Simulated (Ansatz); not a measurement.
Input and output for SnHMe2Et (C₄H₁₂Sn).

```yaml
crystal:
  periodic: [false, false, false]
  atoms:
    - {symbol: Sn, position_ang: [0.044702, 0.686649, 0.400859]}
    - {symbol: H, position_ang: [-0.095325, 0.941302, 2.104277]}
    - {symbol: C, position_ang: [2.125237, 0.373120, -0.102163]}
    - {symbol: H, position_ang: [2.725099, 1.250392, 0.182669]}
    - {symbol: H, position_ang: [2.230844, 0.212064, -1.185897]}
    - {symbol: H, position_ang: [2.522386, -0.507422, 0.424658]}
    - {symbol: C, position_ang: [-0.698838, 2.425354, -0.647804]}
    - {symbol: H, position_ang: [-1.756125, 2.602441, -0.400672]}
    - {symbol: H, position_ang: [-0.612055, 2.274287, -1.734402]}
    - {symbol: H, position_ang: [-0.119139, 3.318154, -0.369932]}
    - {symbol: C, position_ang: [-1.097158, -1.077514, -0.156577]}
    - {symbol: C, position_ang: [-0.616295, -2.355600, 0.527768]}
    - {symbol: H, position_ang: [-1.034782, -1.169701, -1.255206]}
    - {symbol: H, position_ang: [-2.156690, -0.876669, 0.078777]}
    - {symbol: H, position_ang: [-1.210820, -3.233967, 0.221280]}
    - {symbol: H, position_ang: [0.436685, -2.579190, 0.286134]}
    - {symbol: H, position_ang: [-0.687726, -2.283689, 1.626230]}
basis:
  gaussian: {orbitals: def2-mTZVP}
hamiltonian: {xc: {name: r2SCAN50}, dispersion: d4, pseudopotentials: {relativity: none}}
output: {forces: true}
```

```sh
$ ansatz run in.yaml --threads 2 --pin off --events-out ev --progress --plain --max-ram 32768MiB --backend cpu
```

Shortened log:

```
Functional definition: r2SCAN50
1569 factors; integrals over basis functions are off by at most 1.1e-3 eV
mean field evaluation 1: about -10163.7738 eV, gradient 6.5e1 eV
mean field evaluation 2: about -10166.1947 eV, gradient 5.5e1 eV
mean field evaluation 4: about -10173.5218 eV, gradient 1.6e0 eV
mean field evaluation 8: about -10173.5228 eV, gradient 1.0e-1 eV
mean field evaluation 16: about -10173.5228 eV, gradient 1.9e-5 eV
mean field -10173.52278820 eV, -373.8700666048 hartree, gradient 1.9e-5 eV, S^2 0.000000; 0 other end points of the search recorded, 0 dependent functions left out
reference -10173.52279817 eV, -373.8700669715 hartree; 29, 29 occupied and 119, 119 virtual orbitals, 1569 factors
Total energy: -10173.64051863 eV, -373.8743931183 hartree
Atom 0 at     0.044702     0.686649     0.400859 Å, force     0.033121    -0.066876    -0.185956 eV/Å
Atom 1 at    -0.095325     0.941302     2.104277 Å, force     0.019170    -0.043904    -0.235671 eV/Å
Atom 2 at     2.125237     0.373120    -0.102163 Å, force     0.127783    -0.013062    -0.020823 eV/Å
Atom 3 at     2.725099     1.250392     0.182669 Å, force    -0.313418    -0.517035    -0.176399 eV/Å
Atom 4 at     2.230844     0.212064    -1.185897 Å, force    -0.025180     0.087885     0.621130 eV/Å
Atom 5 at     2.522386    -0.507422     0.424658 Å, force    -0.199579     0.508260    -0.315175 eV/Å
Atom 6 at    -0.698838     2.425354    -0.647804 Å, force    -0.047512     0.096005    -0.062328 eV/Å
Atom 7 at    -1.756125     2.602441    -0.400672 Å, force     0.602900    -0.074842    -0.161679 eV/Å
Atom 8 at    -0.612055     2.274287    -1.734402 Å, force    -0.064734     0.122633     0.607524 eV/Å
Atom 9 at    -0.119139     3.318154    -0.369932 Å, force    -0.348100    -0.492002    -0.178641 eV/Å
Atom 10 at    -1.097158    -1.077514    -0.156577 Å, force    -0.183440     0.141266    -0.164525 eV/Å
Atom 11 at    -0.616295    -2.355600     0.527768 Å, force     0.076682    -0.211927     0.110377 eV/Å
Atom 12 at    -1.034782    -1.169701    -1.255206 Å, force    -0.044791    -0.003215     0.644973 eV/Å
Atom 13 at    -2.156690    -0.876669     0.078777 Å, force     0.613875    -0.174311    -0.132549 eV/Å
Atom 14 at    -1.210820    -3.233967     0.221280 Å, force     0.324843     0.507804     0.161434 eV/Å
Atom 15 at     0.436685    -2.579190     0.286134 Å, force    -0.600446     0.150108     0.120284 eV/Å
Atom 16 at    -0.687726    -2.283689     1.626230 Å, force     0.028828    -0.016787    -0.631978 eV/Å
Dipole moment:    -0.016307    -0.030406    -0.122144 e Å
```

Run time 7.5 s (2 threads of AMD EPYC 7R13 on a shared host).

In the def2 sets Sn takes a core potential; there is no spin–orbit coupling.
